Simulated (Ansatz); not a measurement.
Isolated molecules relaxed with PBE0-D4/def2-TZVP in Ansatz; ΔE leaves out vibrations. CCSD(T)/CBS adds triple-zeta CCSD(T) − MP2 to the extrapolated MP2 energy (def2 sets, frozen cores). This one scheme is used for every species. Functionals use def2-TZVPP. B3LYP here is the variant with VWN-RPA as its local correlation; programs differ in this. HSE06 is defined as in plane-wave codes. For Ga outer-core shells are correlated without core-valence functions, which leaves a few kJ/mol of doubt a bond. Scalar relativity is left out up to krypton. Each species was taken in one conformer, which may not be the lowest.

Consider the ligand exchange at a Ga–F bond: `[F][GaH][O][SiH3]` + H₂S → `[SiH3][O][GaH][SH]` + H–F.

```csv
level,ΔE (kJ/mol),difference from CCSD(T)/CBS
LDA (SPW92),-12.8,-3.8
PBE-D4,-9.1,-0.1
revPBE-D4,-9.7,-0.7
BLYP-D4,1.3,10.3
r2SCAN-D4,-1.7,7.3
B97M-V,1.7,10.7
PBE0-D4,-11.5,-2.5
B3LYP-D4,-1.0,8.0
r2SCANh-D4,-3.5,5.5
r2SCAN0-D4,-5.9,3.1
HSE06-D4,-11.8,-2.8
BHLYP-D4,-1.4,7.6
CAM-B3LYP-D4,6.0,15.0
B2PLYP,4.8,13.8
PBE-QIDH,-7.1,1.9
PBE,-3.5,5.5
revPBE,0.3,9.3
r2SCAN,-0.3,8.7
PBE0,-6.5,2.5
B3LYP,8.0,17.0
r2SCANh,-2.0,7.0
r2SCAN0,-4.1,4.9
HSE06,-7.0,2.0
BHLYP,7.7,16.7
CAM-B3LYP,11.4,20.4
LC-ωPBE,4.7,13.7
RPA@PBE/def2-TZVPP,2.5,11.5
HF/def2-SVP,22.3,31.3
MP2/def2-SVP,13.5,22.5
CCSD(T)/def2-SVP,14.7,23.7
HF/def2-TZVPP,15.0,24.0
MP2/def2-TZVPP,-5.8,3.2
SCS-MP2/def2-TZVPP,2.8,11.8
CCSD/def2-TZVPP,0.9,9.9
CCSD(T)/def2-TZVPP,-2.3,6.7
HF/def2-QZVPP,18.0,27.0
MP2/def2-QZVPP,-8.7,0.3
SCS-MP2/def2-QZVPP,0.3,9.3
HF/CBS(def2),18.4,27.4
CCSD/CBS(def2),-5.9,3.1
CCSD(T)/CBS,-9.0,0
```

Largest T1 diagnostic among the species: 0.014.

From r2SCAN to r2SCAN0 (25 % exact exchange), in def2-TZVPP and without D4, ΔE moves by −3.8 kJ/mol. The D4 term adds −9.1 kJ/mol with B3LYP and −5.0 kJ/mol with PBE0; it sums over pairs of atoms, weighted by their polarisabilities, and B3LYP, whose exchange is more repulsive, gets the larger term.
